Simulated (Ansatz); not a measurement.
Molecule: TlI (charge 0, singlet). 
Coordinates optimised at B3LYP-D3(BJ)/def2-TZVP (Ansatz, a quantum-chemistry and plane-wave program):
```
Tl
I 1 2.8762
```

Parts of the frozen-core correlation energy in def2-SVP (Ansatz, hartree). Frozen orbitals: 18; correlated occupied orbitals by spin: 5 and 5; virtual: 29 and 29. Spin-orbit coupling is left out. Past Kr the def2 sets carry scalar-relativistic core potentials.

```csv
term,value
reference (HF),-468.25489
MP2 opposite-spin,-0.09531
MP2 same-spin,-0.03221
CCSD correlation,-0.14428
(T),-0.00330
CCSDT minus CCSD(T),-0.00044
T1 diagnostic,0.015
largest doubles amplitude,0.053
```
